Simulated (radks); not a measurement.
Task: Radial electron density D(r) = 4 pi r^2 rho(r) of an atom or ion with 39 electrons. Method: scalar-relativistic Kohn-Sham, PBE, spin-unpolarised, spherical densities, finite nucleus; Fermi nuclear charge, rms radius of each element as measured or else 0.836 A^(1/3) + 0.57 fm; computed with a radial shooting solver on a logarithmic mesh with Libxc functionals.

```
   r/bohr * D(r) (the largest magnitude, 62.3, reaches the edge; | marks zero)
 0.002759 |   *
 0.003621 |     *
 0.004753 |         *
 0.006239 |             *
 0.008189 |                    *
  0.01075 |                           *
  0.01411 |                                   *
  0.01852 |                                          *
  0.02431 |                                             *
   0.0319 |                                           *
  0.04188 |                                       *
  0.05497 |                                      *
  0.07215 |                                            *
  0.09546 |                                                     *
   0.1253 |                                                      *
   0.1645 |                                           *
   0.2159 |                                  *
   0.2834 |                                     *
   0.3719 |                                         *
   0.4882 |                              *
   0.6408 |              *
   0.8411 |        *
    1.104 |        *
    1.449 |      *
    1.902 |  *
    2.497 |*
    3.277 *
    4.302 *
    5.646 *
```

What is the nuclear charge?

Result: Z = 41. The innermost maximum, from 1s, lies near gamma/Z bohr with gamma = sqrt(1 - (Z/c)^2) = 0.954, here 0.0233 bohr (found: 0.0253), and its height grows with Z. The density is that of the niobium ion Nb2+ in [Kr] 4d3; the configuration itself is not fixed sharply by these data, and Z only to a few units. D(r) has 4 maxima, at r = 0.0253, 0.112, 0.355, 1.02 bohr, and minima at 0.0511, 0.226, 0.904 bohr, inside which lie 2.04, 11.05, 29.41 electrons.
